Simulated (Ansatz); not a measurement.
Reactions of C4H7NO, SMILES `CC(=N)C(C)=O`.

Isolated molecules relaxed with PBE0-D4/def2-TZVP in Ansatz; ΔE leaves out vibrations. CCSD(T)/CBS is the MP2 limit (def2-TZVPP, def2-QZVPP) plus CCSD(T) − MP2 in def2-TZVPP, frozen cores. This one scheme is used for every species. For Br outer-core shells are correlated without core-valence functions, which leaves a few kJ/mol of doubt a bond. Scalar relativity is left out up to krypton. One conformer a species, not always the lowest.

Order these by ΔE at CCSD(T)/CBS, lowest first. (Estimate.)
A. `CC(=N)C(C)=O` → `O=C1CCCN1`
B. `CC(=N)C(C)=O` → `CC1C=NCO1`
C. `CC(=N)C(C)=O` + HBr → `CC(=O)C(=N)Br` + CH₄
D. `CC(=N)C(C)=O` → `COCCC#N`
E. `CC(=N)C(C)=O` + H₂ → `CC(=N)C=O` + CH₄
F. `CC(=N)C(C)=O` → `C/C=N/C(C)=O`
G. `CC(=N)C(C)=O` → `C=C(C)C(N)=O`

A (-83.0 kJ/mol), G (-39.2 kJ/mol), E (-28.9 kJ/mol), F (-3.1 kJ/mol), C (+14.1 kJ/mol), B (+38.7 kJ/mol), D (+55.0 kJ/mol).

Largest T1 diagnostic: 0.015, for `C/C=N/C(C)=O`.
